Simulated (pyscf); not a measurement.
## Rearrangement: cyclic C₂H₄Ge (SMILES [CH]1=[CH][GeH2]1) -> H₂C=CH–GeH: [singlet]

Gas phase, singlet surface, charge 0. Bonds broken: Ge1–H2, Ge1–C5. Bonds formed: H2–C5. Optimised with ωB97X-D3(BJ)/def2-SVP in PySCF. Correlated levels are frozen-core, on RHF or UHF. ΔMP2 is the change of the MP2 total energy from the triple- to the quadruple-zeta basis.

Transition state (Å):

```xyz
7

Ge    -1.2475    -0.5824     1.0718
H      0.3072    -0.1469     0.9789
H     -1.0850    -1.9810     0.3330
C     -1.4150     0.6024    -0.6751
C     -0.1613     0.5290    -0.6639
H     -2.3119     0.9362    -1.1857
H      0.8644     0.6352    -0.9915
```

One imaginary mode, 729i cm⁻¹; descent along it reached the two sides named.

```json
[
 {"bond": "Ge1–H2", "change": "breaks", "reactant side (Å)": "1.529", "saddle": "1.617", "product side": "2.9"},
 {"bond": "Ge1–C5", "change": "breaks", "reactant side (Å)": "1.907", "saddle": "2.330", "product side": "2.8"},
 {"bond": "H2–C5", "change": "forms", "reactant side (Å)": "3.0", "saddle": "1.837", "product side": "1.099"}
]
```

Electronic energies relative to the reactant's lowest minimum found (kJ/mol):

| level | barrier | reaction energy | reverse barrier |
|---|---|---|---|
| ωB97X-D3(BJ)/def2-TZVP | 99.8 | -66.5 | 166.3 |
| PBE/def2-TZVP | 65.5 | -65.3 | 130.9 |
| r²SCAN/def2-TZVP | 78.4 | -55.2 | 133.6 |
| B3LYP-D3(BJ)/def2-TZVP | 67.7 | -88.8 | 156.6 |
| PBE0-D3(BJ)/def2-TZVP | 85.6 | -63.1 | 148.7 |
| M06-2X/def2-TZVP | 91.5 | -64.4 | 155.9 |
| ωB97M-D3(BJ)/def2-TZVP | 80.9 | -78.0 | 158.9 |
| HF/def2-TZVP | 120.8 | -94.9 | 215.7 |
| MP2/def2-QZVPP | 91.2 | -47.6 | 138.8 |
| CCSD/def2-TZVPP | 100.9 | -65.2 | 166.1 |
| CCSD(T)/def2-TZVPP | 93.7 | -59.3 | 153.0 |
| CCSD(T)/def2-TZVPP + ΔMP2(QZVPP) | 90.2 | -61.0 | 151.2 |

With CCSD(T)/def2-TZVPP + ΔMP2(QZVPP) energies and thermal terms (ideal gas, 1 atm, RRHO with modes under 100 cm⁻¹ raised to 100, one conformer, R ln 2 for chiral ones without a mode under 150 cm⁻¹), in kJ/mol:

```
T (K)   ΔH‡   ΔG‡     ΔH     ΔG
-----  ----  ----  -----  -----
298    81.7  76.4  -52.6  -58.8
600    81.4  71.0  -53.4  -64.8
900    80.1  66.1  -54.6  -70.3
1200   78.3  61.7  -55.5  -75.4
```

This is the saddle that the search found; another between the same sides may lie lower. The CCSD(T) − MP2 part came from Ansatz, without density fitting, on the same reference. The frozen core leaves the outer d or s,p core shells of the metals and heavy elements correlated in the MP2 and CC values, and def2-TZVPP describes them poorly, which can shift differences by a few kcal/mol. Elements up to Kr have no core potential and no relativistic terms here.
